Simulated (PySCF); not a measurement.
Ligands exchanged one at a time, Ga CH3-H. Gas-phase values, no solvent. Strings in code marks are SMILES.

The S1–T1 gap (TDA) from two functionals at the same geometries (B3LYP-D3(BJ)/def2-TZVP), both in PySCF: PBE-D3(BJ)/def2-TZVP and ωB97X-D3(BJ)/def2-TZVP. Excitations are Tamm–Dancoff values on a coarser integration grid. The basis has no diffuse functions, so Rydberg states are missing or too high.

| species | PBE-D3(BJ)/def2-TZVP (eV) | ωB97X-D3(BJ)/def2-TZVP (eV) |
|---|---|---|
| 0 of 3 CH3 replaced by H (`[CH3][Ga]([CH3])[CH3]`) | 0.29 | 0.27 |
| 1 of 3 CH3 replaced by H | 0.30 | 0.27 |
| 2 of 3 CH3 replaced by H (`[CH3][GaH2]`) | 0.35 | 0.31 |

Over these rows, drawn at random from the members with no instability flagged (it was tested for open shells, ions and some series alone), PBE minus ωB97X-D3(BJ): mean +0.03 eV, from +0.02 eV to +0.04 eV.
